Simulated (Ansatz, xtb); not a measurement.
## C6H7F3: which of two isomers lies lower

Structure I: `C=C1CC[C@@H]1C(F)(F)F`, a singlet. Structure II: `FC(F)(F)C=C1CCC1`, a singlet. Both are isolated molecules in the gas phase, relaxed with PBE0-D3(BJ)/def2-SVP.

Quicker runs give these differences E(II) − E(I): GFN2-xTB −0.8 kcal/mol; HF/STO-3G −0.8 kcal/mol (at GFN2-xTB geometries); r2SCAN-D4/def2-SVP +1.6 kcal/mol (at GFN2-xTB geometries).

Task: Estimate which is lower in electronic energy at CCSD(T)/def2-SVP + ΔMP2/def2-TZVPP, and by roughly how much.

Result: The CCSD(T)/def2-SVP + ΔMP2/def2-TZVPP calculation puts structure I lower, by 2.3 kcal/mol.

The same difference at several levels:

| level | geometry | E(II) − E(I) (kcal/mol) | departure from the last row (kcal/mol) | job, with rough time for the two |
| --- | --- | --- | --- | --- |
| GFN2-xTB | GFN2-xTB | −0.8 | −3.1 | optimisation, 0.16 s |
| HF/STO-3G | GFN2-xTB | −0.8 | −3.1 | single point, 0.4 s |
| r2SCAN-D4/def2-SVP | GFN2-xTB | +1.6 | −0.7 | single point, 3.8 s |
| PBE0-D3(BJ)/def2-SVP | PBE0-D3(BJ)/def2-SVP | +1.8 | −0.5 | optimisation, 1.7 min |
| HF/def2-SVP | PBE0-D3(BJ)/def2-SVP | +1.7 | −0.6 | part of the CCSD(T) run |
| MP2/def2-SVP | PBE0-D3(BJ)/def2-SVP | +3.0 | +0.7 | part of the CCSD(T) run |
| CCSD(T)/def2-SVP | PBE0-D3(BJ)/def2-SVP | +3.0 | +0.7 | single point |
| CCSD(T)/def2-SVP + ΔMP2/def2-TZVPP | PBE0-D3(BJ)/def2-SVP | +2.3 |  | single point, 2.5 min |

As drawn, both hold the same kinds of bond in the same numbers.

GFN2-xTB, HF/STO-3G put the two in the other order. The largest departure from CCSD(T)/def2-SVP + ΔMP2/def2-TZVPP is that of HF/STO-3G, 3.1 kcal/mol. A small imaginary or near-zero mode remains, so no thermal terms are given. The last row adds to CCSD(T) the change of the MP2 difference between the two basis sets, here −0.7 kcal/mol.

The correlated steps freeze 9 core orbitals. Run with Ansatz 0.2.0, xtb 6.7.1; the last row on 4 threads of Arm Neoverse V2 on a shared host.
